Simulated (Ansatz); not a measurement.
`C#[C][AlH][GeH3]` + CH₃OH → `C[O][AlH][GeH3]` + acetylene  (ligand exchange at the Al–C bond)

Calculated with Ansatz (gas phase, PBE0-D4/def2-TZVP geometries, no zero-point term in ΔE). CBS: MP2 limit from def2 TZ/QZ plus the TZ coupled-cluster correction, frozen cores. This one scheme is used for every species. Functionals use def2-TZVPP. B3LYP here is the variant with VWN-RPA as its local correlation; programs differ in this. For Ge outer-core shells are correlated without core-valence functions, which leaves a few kJ/mol of doubt a bond. Scalar relativity is left out up to krypton. One conformer a species, not always the lowest.

| level | ΔE (kcal/mol) |
| --- | --- |
| PBE0-D4 | -16.9 |
| B3LYP-D4 | -19.0 |
| ωB97M-V | -18.5 |
| B2PLYP | -18.6 |
| r2SCAN | -17.9 |
| MP2/def2-TZVPP | -18.0 |
| HF/def2-QZVPP | -17.9 |
| MP2/def2-QZVPP | -18.2 |

Problem. What does CCSD(T)/CBS give? (Best estimate.)

Solution. Ansatz gave: -17.9 kcal/mol. The listed levels differ from it by 1.0, -1.1, -0.6, -0.7, 0.0, -0.1, 0.0, -0.3 kcal/mol.

Largest T1 diagnostic among the species: 0.013.
